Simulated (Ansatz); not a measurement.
`C[B](C)[InH2]` + `C=[CH][AlH2]` → `C[B](C)[AlH2]` + `C=[CH][InH2]` at 500 K and 1 bar (redistribution).

Isolated molecules relaxed with PBE0-D4/def2-TZVP in Ansatz; ΔE leaves out vibrations. CCSD(T)/CBS adds triple-zeta CCSD(T) − MP2 to the extrapolated MP2 energy (def2 sets, frozen cores). def2 core potentials past Kr. For In outer-core shells are correlated without core-valence functions, which leaves a few kJ/mol of doubt a bond.

| species | CCSD(T)/CBS energy (Eh) | H − E (kJ/mol) | S (J/(mol·K)) |
| --- | --- | --- | --- |
| `C[B](C)[InH2]` | -295.49461 | 282.0 | 436.0 |
| `C=[CH][AlH2]` | -321.08307 | 177.9 | 334.5 |
| `C[B](C)[AlH2]` | -347.69710 | 284.2 | 415.2 |
| `C=[CH][InH2]` | -268.86241 | 174.9 | 358.9 |

H − E and S are ideal-gas, rigid-rotor, harmonic terms from PBE0-D4/def2-TZVP, for one conformer and one mirror image of each species. 1 Eh = 2625.50 kJ/mol, R = 8.31446 J/(mol·K).

Question: By hand: ΔE, ΔH, ΔS and ΔG.

Answer: ΔE = (-347.69710) + (-268.86241) − (-295.49461) − (-321.08307) = 0.01817 Eh = 47.7 kJ/mol. Δ(H − E) = 284.2 + 174.9 − 282.0 − 177.9 = -0.8, so ΔH = 46.9 kJ/mol. ΔS = 415.2 + 358.9 − 436.0 − 334.5 = 3.6 J/(mol·K). ΔG = 46.9 − 500 × (3.6)/1000 = 45.1 kJ/mol.

Question: By hand: the equilibrium constant, and the temperature at which ΔG would vanish if ΔH and ΔS stayed fixed.

Answer: log₁₀ K = −ΔG/(RT ln 10) = -4.7. ΔG = 0 at ΔH/ΔS = 13028 K, far beyond where these terms or the molecules hold.

The number of gas molecules stays the same, so ΔS is small and ΔH decides. A doubt of 5 kJ/mol in ΔE shifts log₁₀ K by 0.5 here. Other conformers and mirror images would add mixing entropy, several J/(mol·K) or more a flexible species. These are equilibria of isolated gas molecules and say nothing of rates. Largest T1 diagnostic: 0.013 (customary marks: 0.02 for closed shells, 0.045 for open ones).
